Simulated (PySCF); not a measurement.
C5H7BO.
Z-matrix (Å and degrees, BHandHLYP/cc-pVDZ geometry), rows numbered from 1:
```
C 
O   1  1.4128
C   2  1.3216  1  117.20
C   3  1.3545  2  131.22  1     0.15
B   4  1.5354  3  104.83  2   179.87
C   5  1.6021  4  105.70  3     0.05
C   6  1.3310  5  105.98  4    -0.01
H   1  1.0886  2  106.44  3  -179.97
H   1  1.0936  2  110.61  3   -60.58
H   1  1.0937  2  110.59  3    60.65
H   4  1.0803  3  124.55  2    -0.07
H   5  1.1963  4  127.94  3  -179.95
H   6  1.0835  5  130.45  4  -179.99
H   7  1.0847  3  120.79  2     0.17
```

Computed, not measured: PySCF, BHandHLYP/cc-pVDZ geometry optimisation, gas phase.

Take the most abundant isotopes and a rigid rotor. The values belong to one conformer with, in the numbering `[CH3:1][O:2][C:3]1=[CH:4][BH:5][CH:6]=[CH:7]1`, C1–O2–C3–C4 0°.

(1) Give the principal moments of inertia and the rotational constants in MHz.

(2) What kind of rotor is it?

(3) Is it planar, by Δ = Ic − Ia − Ib?

(4) Give the coordinates in the principal-axis frame, origin at the centre of mass.

(5) Which lines would a microwave search look for?

Results:

(1) Ia = 71.73, Ib = 247.67, Ic = 316.19 u·Å²; 505379 MHz·u·Å²/I gives A = 7045, B = 2041, C = 1598 MHz.

(2) An asymmetric top; Ray's κ = -0.838.

(3) Not planar: Δ = Ic − Ia − Ib = -3.21 u·Å². For a rigid frame Δ = −2 Σ m c², so Σ m c² = 1.60 u·Å² lies off the ab plane, practically all of it from hydrogen. The atom farthest from that plane is 0.89 Å away.

(4) The sense of each axis is arbitrary; atoms in the order of the calculation.
```
atom  mass (u)   a (Å)   b (Å)   c (Å)
  C1    12.000   2.507  -0.292   0.000
  O2    15.995   1.432   0.625   0.001
  C3    12.000   0.209   0.122   0.000
  C4    12.000  -0.229  -1.160  -0.001
  B5    11.009  -1.761  -1.051   0.001
  C6    12.000  -2.084   0.518   0.000
  C7    12.000  -0.905   1.135  -0.001
  H8     1.008   3.418   0.303   0.002
  H9     1.008   2.473  -0.926   0.890
 H10     1.008   2.474  -0.922  -0.894
 H11     1.008   0.415  -2.027  -0.001
 H12     1.008  -2.561  -1.941   0.002
 H13     1.008  -3.034   1.040   0.001
 H14     1.008  -0.689   2.198  -0.002
```

(5) The dipole components are |μa| = 2.04 D, |μb| = 0.26 D, |μc| = 0.00 D; the mirror of this Cs structure is the ab plane, so μc vanishes by symmetry and there are no c-type lines. Intensities carry the squares of the components, which stand as 1.00 : 0.02 (a : b). Some lines, for components of 0.1 D or more:

| type | branch | J(Ka,Kc) | MHz | lower level (cm⁻¹) |
| --- | --- | --- | --- | --- |
| a | Q | 4(2,2) ← 4(2,3) | 413 | 1.910 |
| a | Q | 3(1,2) ← 3(1,3) | 2652 | 0.858 |
| a | R | 1(0,1) ← 0(0,0) | 3639 | 0.000 |
| b | Q | 1(1,0) ← 1(0,1) | 5447 | 0.121 |
| b | Q | 2(1,1) ← 2(0,2) | 5917 | 0.363 |
| b | R | 3(0,3) ← 2(1,2) | 6215 | 0.516 |
| b | Q | 4(1,3) ← 4(0,4) | 7772 | 1.200 |
| b | R | 1(1,1) ← 0(0,0) | 8644 | 0.000 |
| a | R | 3(1,3) ← 2(1,2) | 10236 | 0.516 |
| a | R | 3(2,2) ← 2(2,1) | 10917 | 1.061 |
| a | R | 3(2,1) ← 2(2,0) | 11028 | 1.062 |
| a | R | 3(1,2) ← 2(1,1) | 11562 | 0.561 |
| b | Q | 4(2,2) ← 4(1,3) | 13935 | 1.459 |
| a | R | 4(0,4) ← 3(0,3) | 14282 | 0.724 |
| a | R | 4(2,3) ← 3(2,2) | 14534 | 1.426 |
| a | R | 4(3,1) ← 3(3,0) | 14615 | 2.298 |
| b | R | 3(1,3) ← 2(0,2) | 14827 | 0.363 |
| b | Q | 2(2,0) ← 2(1,1) | 15042 | 0.561 |
| b | Q | 2(2,1) ← 2(1,2) | 16341 | 0.516 |
| b | R | 3(2,1) ← 2(1,2) | 27397 | 0.516 |
| b | Q | 4(4,0) ← 4(3,1) | 36525 | 2.785 |
| b | R | 3(3,1) ← 2(2,0) | 37035 | 1.062 |
| b | R | 3(3,0) ← 2(2,1) | 37064 | 1.061 |
| b | R | 4(4,1) ← 3(3,0) | 51140 | 2.298 |
| b | R | 4(4,0) ← 3(3,1) | 51141 | 2.298 |

BHandHLYP/cc-pVDZ frequencies: not computed here. These are rigid-rotor constants of the computed structure; measured ground-state constants (B0) also hold zero-point vibration. A rigid rotor knows nothing of internal rotation, which can split or shift real lines. Quadrupole hyperfine structure (11B) is left out.

On an Arm Neoverse V1 with one thread, no GPU (shared host), this took 41 s wall and 0.58 GiB of memory at its peak. This is the geometry optimisation.
